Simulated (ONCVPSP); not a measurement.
**What one change does to a pseudopotential (cerium (Ce), ONCV)**

cerium, optimised norm-conserving Vanderbilt (ONCV), made with ONCVPSP 4.0.1 (PBE, scalar-relativistic). Core [Kr] 4d10, reference 4f1 5s2 5p6 5d1 6s1.75 (charge +0.25). Waves: 5s+6s: rc 2.50 bohr, ncon 4, nbas 8, qcut 5.4 1/bohr, 2 projectors; 5p: rc 2.05 bohr, ncon 3, nbas 7, qcut 3.8 1/bohr, 2 projectors, debl 0.9 Ha; 5d: rc 3.40 bohr, ncon 4, nbas 8, qcut 4.2 1/bohr, 2 projectors, debl 3.5 Ha; 4f: rc 1.05 bohr, ncon 3, nbas 7, qcut 19.6 1/bohr, 1 projector. Local part: polynomial inside 1.00 bohr (lpopt 5, dvloc0 3 Ha). Core correction: Teter function, fcfact 4.25, rcfact 1.45.

In the p channel the program set the typed energies aside and used -0.904, 0.250 Ha.

Change: core correction Teter function, fcfact 4.25, rcfact 1.54.

Cutoffs: the cutoffs (Ha) at which the residual kinetic energy of the hardest occupied pseudo-wave falls to 1 and 0.1 mHa per electron; they do not see the model core or the augmentation charge, which bear on the density cutoff. Errors are all-electron minus pseudo energies relative to the spin-unpolarised reference configuration.

**Question.** Predict the effect on cutoff, ghosts and configuration errors.

**Answer.** The potential gets neither clearly harder nor softer (125 Ha and 141 Ha → 125 Ha and 141 Ha); both files keep a bound ghost (s); of the 4 tests that both files solve, the error grows in 2 and shrinks in 0 by more than 15 % and 0.3 meV (median size 1.5 → 1.7 meV). A model core, the more so a compact one, raises the density cutoff, which this test does not measure.

| quantity | base | changed |
| --- | --- | --- |
| cutoff, loose | 125 Ha | 125 Ha |
| cutoff, tight | 141 Ha | 141 Ha |
| bound ghosts | s | s |
| GHOST(+) flags under 300 eV | p at 21.2 eV, d at 207.4 eV | p at 21.2 eV, d at 207.4 eV |
| error for 4f1 5s2 5p6 5d1 6s2, meV [ΔE -1.08 eV] | +0.2 | +0.2 |
| error for 4f1 5s2 5p6 5d1 6s1, meV [ΔE 4.99 eV] | -1.4 | -1.5 |
| error for 4f1 5s2 5p6 5d1 6s0, meV [ΔE 16.07 eV] | -7.0 | -8.8 |
| error for 4f1 5s2 5p6 5d1.5 6s1.5, meV [ΔE -0.68 eV] | -1.6 | -2.0 |
| s: phases at 2.54 bohr within 0.05 rad from the reference energy up to (Ha; the scan ends near 5) | 3.9 | 3.9 |
| p: phases at 2.08 bohr within 0.05 rad from the reference energy up to (Ha; the scan ends near 5) | n/a | n/a |
| d: phases at 3.44 bohr within 0.05 rad from the reference energy up to (Ha; the scan ends near 5) | 0.6 | 0.6 |
| f: phases at 1.07 bohr within 0.05 rad from the reference energy up to (Ha; the scan ends near 5) | 4.3 | 4.3 |
| rms error of d²Exc/dni dnj with the model core, mHa | 5.06 | 4.90 |

 A true bound ghost makes a file unfit for plane-wave use even where its test errors are small: the radial tests pick states by their node count and pass the ghost by.
